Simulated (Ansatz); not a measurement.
`C[Si@H]1C[C@H]1F` → 3 C• + F• + 7 H• + Si•  (atomization)

Computed with Ansatz on PBE0-D4/def2-TZVP structures; ΔE is electronic, products minus reactants. CBS: MP2 limit from def2 TZ/QZ plus the TZ coupled-cluster correction, frozen cores. This one scheme is used for every species, atoms too. DFT in def2-TZVPP. No spin–orbit coupling; open shells (•) take unrestricted orbitals. Spin–orbit coupling would lower the free atoms: a little for C, F, Si.

```tsv
level	ΔE (eV)
ωB97M-V	46.74
CCSD/def2-TZVPP	44.72
SCS-MP2/def2-QZVPP	46.52
HF/CBS(def2)	34.38
```

Q: What does CCSD(T)/CBS give? (An estimate is asked.)

A: The calculation gave: +46.51 eV. The listed levels differ from it by 0.23, -1.79, 0.01, -12.13 eV.

Largest T1 diagnostic among the species: 0.012.

In def2-TZVPP, CCSD(T) changes the Hartree–Fock value by +11.06 eV (the triples alone add +0.65 eV) and MP2 by +11.71 eV; breaking electron pairs costs correlation energy, which Hartree–Fock lacks. From PBE to PBE0 (25 % exact exchange), in def2-TZVPP and without D4, ΔE moves by −0.68 eV: exact exchange takes away binding that semilocal exchange gives to molecules.

For atomizations the MP2-based limit and the directly extrapolated one differ by several kJ/mol either way, and by 10 to 25 for some Ge, Se and Sn compounds, so smaller differences from it don't rank the levels.
